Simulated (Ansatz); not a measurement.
System: CCl2F, charge 0, multiplicity 2. 
Structure (B3LYP-D3(BJ)/def2-TZVP (Ansatz, a quantum-chemistry and plane-wave program) minimum search):
SMILES: F[C](Cl)Cl
```xyz
4

C     -0.0366    -0.4507    -0.0829
F     -0.1206    -1.3046     0.9320
Cl    -1.4315     0.5475    -0.2506
Cl     1.5082     0.3022    -0.2135
```
Charge 0, spin multiplicity 2.

PBE beside other levels, property by property. Cores are frozen in the correlated levels unless marked. Open shells are spin-unrestricted. No spin-orbit coupling. Non-relativistic. Basis-set limits of correlation are two-point, X^-3; Hartree-Fock from the larger set. [CCSD(T)-MP2]/basis is that difference in the basis named. Vertical energies are electronic, to the SCF solution reached for that spin. Anions need diffuse functions, of which def2-TZVPD holds fewer than the aug- sets. The coupled-cluster column (Ansatz) is a level with limits of its own: RI-MP2/CBS(aug-cc-pV(T+d)Z,aug-cc-pV(Q+d)Z)+[CCSD(T)-MP2]/aug-cc-pV(D+d)Z.

```json
[
 {"property": "vertical electron affinity to the singlet (eV)", "PBE0/def2-TZVPD (Ansatz)": "0.60", "wB97X-V/def2-TZVPD (Ansatz)": "0.64", "RI-MP2/CBS(aug-cc-pV(T+d)Z,aug-cc-pV(Q+d)Z) (Ansatz)": "0.89", "coupled cluster": "0.84"},
 {"property": "vertical ionisation energy to the singlet (eV)", "PBE0/def2-TZVPD (Ansatz)": "9.37", "wB97X-V/def2-TZVPD (Ansatz)": "9.38", "RI-MP2/CBS(aug-cc-pV(T+d)Z,aug-cc-pV(Q+d)Z) (Ansatz)": "9.30", "coupled cluster": "9.29"}
]
```

What does PBE/def2-TZVPD (Ansatz) give for each property, and on which side of coupled cluster does it fall?


- vertical electron affinity to the singlet: PBE lies 0.17 eV below coupled cluster; PBE gives 0.67 eV.
- vertical ionisation energy to the singlet: PBE lies 0.32 eV below coupled cluster; PBE gives 8.97 eV.
